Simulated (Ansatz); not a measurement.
## Molecular dynamics of Si₄₀H₂₂CF₄

The input (input.yaml):

```yaml
crystal:
  lattice:
    - [7.67918, 0.0, 0.0]
    - [0.0, 15.358359, 0.0]
    - [0.0, 0.0, 19.614362]
  atoms:
    - { symbol: H, position: [0.409392, 0.0, 0.0509831] }
    - { symbol: H, position: [0.090608, 0.0, 0.0509831] }
    - { symbol: H, position: [0.909392, 0.0, 0.0509831] }
    - { symbol: H, position: [0.590608, 0.0, 0.0509831] }
    - { symbol: H, position: [0.409392, 0.25, 0.0509831] }
    - { symbol: H, position: [0.090608, 0.25, 0.0509831] }
    - { symbol: H, position: [0.909392, 0.25, 0.0509831] }
    - { symbol: H, position: [0.590608, 0.25, 0.0509831] }
    - { symbol: H, position: [0.409392, 0.5, 0.0509831] }
    - { symbol: H, position: [0.090608, 0.5, 0.0509831] }
    - { symbol: H, position: [0.909392, 0.5, 0.0509831] }
    - { symbol: H, position: [0.590608, 0.5, 0.0509831] }
    - { symbol: H, position: [0.409392, 0.75, 0.0509831] }
    - { symbol: H, position: [0.090608, 0.75, 0.0509831] }
    - { symbol: H, position: [0.909392, 0.75, 0.0509831] }
    - { symbol: H, position: [0.590608, 0.75, 0.0509831] }
    - { symbol: Si, position: [0.25, 0.0, 0.0951089] }
    - { symbol: Si, position: [0.75, 0.0, 0.0951089] }
    - { symbol: Si, position: [0.25, 0.25, 0.0951089] }
    - { symbol: Si, position: [0.75, 0.25, 0.0951089] }
    - { symbol: Si, position: [0.25, 0.5, 0.0951089] }
    - { symbol: Si, position: [0.75, 0.5, 0.0951089] }
    - { symbol: Si, position: [0.25, 0.75, 0.0951089] }
    - { symbol: Si, position: [0.75, 0.75, 0.0951089] }
    - { symbol: Si, position: [0.25701813, 0.11698165, 0.16478018] }
    - { symbol: Si, position: [0.75527708, 0.12868506, 0.16467086] }
    - { symbol: Si, position: [0.26515582, 0.37010934, 0.17324507] }
    - { symbol: Si, position: [0.74838218, 0.37213789, 0.17156595] }
    - { symbol: Si, position: [0.24097065, 0.62799586, 0.15827696] }
    - { symbol: Si, position: [0.74789537, 0.62926877, 0.15771948] }
    - { symbol: Si, position: [0.28343718, 0.88017209, 0.16952735] }
    - { symbol: Si, position: [0.75747217, 0.88302944, 0.16862958] }
    - { symbol: Si, position: [0.01106376, 0.11756163, 0.23296649] }
    - { symbol: Si, position: [0.49720844, 0.12847696, 0.23448804] }
    - { symbol: Si, position: [0.00941894, 0.36928177, 0.24006615] }
    - { symbol: Si, position: [0.50161678, 0.37792327, 0.24497753] }
    - { symbol: Si, position: [-0.00680605, 0.62298485, 0.22528933] }
    - { symbol: Si, position: [0.49037221, 0.63057317, 0.22324632] }
    - { symbol: Si, position: [0.01845768, 0.87559542, 0.22331544] }
    - { symbol: Si, position: [0.52668451, 0.88730254, 0.24985174] }
    - { symbol: Si, position: [0.00832082, -0.00848315, 0.30538509] }
    - { symbol: Si, position: [0.54868984, 0.01495664, 0.31366743] }
    - { symbol: Si, position: [0.00750444, 0.24124053, 0.29730153] }
    - { symbol: Si, position: [0.509202, 0.24958745, 0.31268356] }
    - { symbol: Si, position: [0.01531817, 0.5098193, 0.30628911] }
    - { symbol: Si, position: [0.50561891, 0.51042193, 0.30350062] }
    - { symbol: Si, position: [0.00516201, 0.74978352, 0.28924244] }
    - { symbol: Si, position: [0.51856615, 0.74831916, 0.29661351] }
    - { symbol: Si, position: [0.26445273, 0.05556248, 0.34155238] }
    - { symbol: Si, position: [0.76953439, 0.03661033, 0.3980518] }
    - { symbol: Si, position: [0.24483451, 0.20948153, 0.36467338] }
    - { symbol: Si, position: [0.77073258, 0.19885078, 0.36968693] }
    - { symbol: Si, position: [0.26462606, 0.5620643, 0.3617731] }
    - { symbol: Si, position: [0.76223523, 0.55581353, 0.36410937] }
    - { symbol: Si, position: [0.25590103, 0.71511768, 0.35240763] }
    - { symbol: Si, position: [0.77285848, 0.71303204, 0.36265719] }
    - { symbol: H, position: [0.21797985, 0.23381508, 0.43608929] }
    - { symbol: H, position: [0.78913095, 0.26019048, 0.43555756] }
    - { symbol: H, position: [0.27172963, 0.51225328, 0.42874539] }
    - { symbol: H, position: [0.71716668, 0.53923218, 0.44343504] }
    - { symbol: H, position: [0.29903971, 0.76956647, 0.40828724] }
    - { symbol: H, position: [0.7875793, 0.74717301, 0.42886347] }
    - { symbol: C, position: [0.06055354, 0.65553544, 0.59433717] }
    - { symbol: F, position: [0.02033876, 0.58640531, 0.55377078] }
    - { symbol: F, position: [0.23836292, 0.67670696, 0.5887881] }
    - { symbol: F, position: [-0.00590634, 0.72389303, 0.56538488] }
    - { symbol: F, position: [-0.00523771, 0.64874197, 0.65546992] }
basis:
  ecutwfc: 420.0
kpoints:
  mp_grid: { grid: [2, 1, 1] }
hamiltonian:
  xc: pbe
  pseudopotentials: { kind: paw, azcp: { folder: soft_1 } }
scf:
  occupations: { method: fermi_dirac, width: 0.05 }
  lower_state_search: "off"
md:
  timestep: 0.5
  n_steps: 160
  ensemble: nvt_langevin
  temperature: 750.0
  initial_velocities: maxwell_boltzmann
  seed: 931531
  friction: 0.01
  constraints:
    - { sites: [0, 1, 2, 3, 4, 5, 6, 7, 8, 9, 10, 11, 12, 13, 14, 15, 16, 17, 18, 19, 20, 21, 22, 23] }
```

Run as:

```bash
$ ansatz run input.yaml --threads 4 --pin off --max-ram 10240MiB --backend cpu --events-out ev --progress --plain --runs-dir out
```

It goes on from the last frame of an earlier run, with new velocities.

Output, in part (step lines):

```
md step     0: t =     0.00 fs  T =   750.0 K  F+E_penalty+E_count = -29252.00347976 eV  E_kin = 4.168635 eV  (12 SCF iters)
md step     1: t =     0.50 fs  T =   764.1 K  F+E_penalty+E_count = -29251.98445487 eV  E_kin = 4.247113 eV  (8 SCF iters)
md step     2: t =     1.00 fs  T =   770.7 K  F+E_penalty+E_count = -29251.96935370 eV  E_kin = 4.283786 eV  (8 SCF iters)
md step     3: t =     1.50 fs  T =   772.3 K  F+E_penalty+E_count = -29251.95655580 eV  E_kin = 4.292566 eV  (8 SCF iters)
md step     4: t =     2.00 fs  T =   769.6 K  F+E_penalty+E_count = -29251.94000789 eV  E_kin = 4.277664 eV  (8 SCF iters)
md step     5: t =     2.50 fs  T =   754.8 K  F+E_penalty+E_count = -29251.91862901 eV  E_kin = 4.195187 eV  (4 SCF iters)
md step     6: t =     3.00 fs  T =   749.5 K  F+E_penalty+E_count = -29251.88849325 eV  E_kin = 4.165910 eV  (5 SCF iters)
md step     7: t =     3.50 fs  T =   734.3 K  F+E_penalty+E_count = -29251.84652455 eV  E_kin = 4.081113 eV  (5 SCF iters)
[... lines left out ...]
```

The steps, from the saved trajectory:

| time (fs) | T (K) | potential energy less start (eV) |
| --- | --- | --- |
| 0 | 750 | 0.000 |
| 2.5 | 755 | 0.085 |
| 5 | 703 | 0.300 |
| 7.5 | 620 | 0.321 |
| 10 | 622 | 0.199 |
| 12.5 | 565 | 0.504 |
| 15 | 600 | 0.312 |
| 17.5 | 609 | 0.243 |
| 20 | 619 | 0.256 |
| 22.5 | 628 | 0.303 |
| 25 | 595 | 0.138 |
| 27.5 | 609 | 0.004 |
| 30 | 572 | 0.191 |
| 32.5 | 607 | -0.117 |
| 35 | 656 | -0.213 |
| 37.5 | 600 | 0.243 |
| 40 | 520 | 0.527 |
| 42.5 | 633 | 0.036 |
| 45 | 676 | -0.171 |
| 47.5 | 620 | 0.328 |
| 50 | 656 | 0.176 |
| 52.5 | 673 | 0.217 |
| 55 | 583 | 0.824 |
| 57.5 | 541 | 0.920 |
| 60 | 648 | 0.397 |
| 62.5 | 742 | 0.310 |
| 65 | 725 | 0.512 |
| 67.5 | 788 | 0.227 |
| 70 | 754 | 0.592 |
| 72.5 | 728 | 0.847 |
| 75 | 790 | 0.393 |
| 77.5 | 888 | -0.249 |
| 80 | 764 | 0.059 |

All steps were run. A run of 0.08 ps of so small a system gives no equilibrium averages. Limits of this set-up: slab without dipole correction, no dispersion correction for a molecule that may bind weakly, a typed lattice constant that wasn't relaxed here.

Mean squared displacements from the first frame to the last: H 0.13 Å², Si 0.07 Å², C 0.03 Å², F 0.24 Å².

Last frame:

```xyz
67
Lattice="7.6792 0.0000 0.0000 0.0000 15.3584 0.0000 0.0000 0.0000 19.6144" Properties=species:S:1:pos:R:3
H 3.144 0.000 1.000
H 0.696 0.000 1.000
H 6.983 0.000 1.000
H 4.535 0.000 1.000
H 3.144 3.840 1.000
H 0.696 3.840 1.000
H 6.983 3.840 1.000
H 4.535 3.840 1.000
H 3.144 7.679 1.000
H 0.696 7.679 1.000
H 6.983 7.679 1.000
H 4.535 7.679 1.000
H 3.144 11.519 1.000
H 0.696 11.519 1.000
H 6.983 11.519 1.000
H 4.535 11.519 1.000
Si 1.920 0.000 1.865
Si 5.759 0.000 1.865
Si 1.920 3.840 1.865
Si 5.759 3.840 1.865
Si 1.920 7.679 1.865
Si 5.759 7.679 1.865
Si 1.920 11.519 1.865
Si 5.759 11.519 1.865
Si 2.213 1.896 3.073
Si 5.940 1.925 3.161
Si 1.974 5.746 3.340
Si 5.700 5.791 3.186
Si 2.057 9.688 3.111
Si 5.913 9.654 3.156
Si 1.792 13.425 3.417
Si 5.809 13.477 3.317
Si 0.260 1.958 4.356
Si 4.004 2.008 4.572
Si -0.026 5.855 4.619
Si 3.914 5.875 4.690
Si 0.217 9.695 4.476
Si 3.846 9.719 4.514
Si -0.057 13.405 4.877
Si 3.899 13.577 4.736
Si -0.056 0.231 5.999
Si 3.921 0.187 6.193
Si 0.093 3.914 5.795
Si 4.182 3.847 6.027
Si 0.033 7.838 5.971
Si 3.698 7.842 6.042
Si 0.001 11.382 6.116
Si 3.796 11.501 5.930
Si 1.905 0.954 6.982
Si 5.890 0.728 7.583
Si 1.986 3.603 7.086
Si 6.222 3.166 7.287
Si 1.808 8.312 7.278
Si 5.636 8.500 7.354
Si 1.997 10.807 7.244
Si 5.764 10.820 7.266
H 1.992 4.328 8.355
H 6.327 4.036 8.528
H 1.909 7.491 8.581
H 6.059 7.791 8.445
H 1.871 11.316 8.665
H 5.562 11.743 8.314
C 0.551 9.956 11.779
F 0.450 8.719 11.396
F 1.854 10.329 11.372
F -0.259 10.750 11.068
F 0.452 10.014 13.094
```

The run took 25 min on 4 threads of Arm Neoverse V2, with other jobs on the host, peak memory 4.5 GiB.
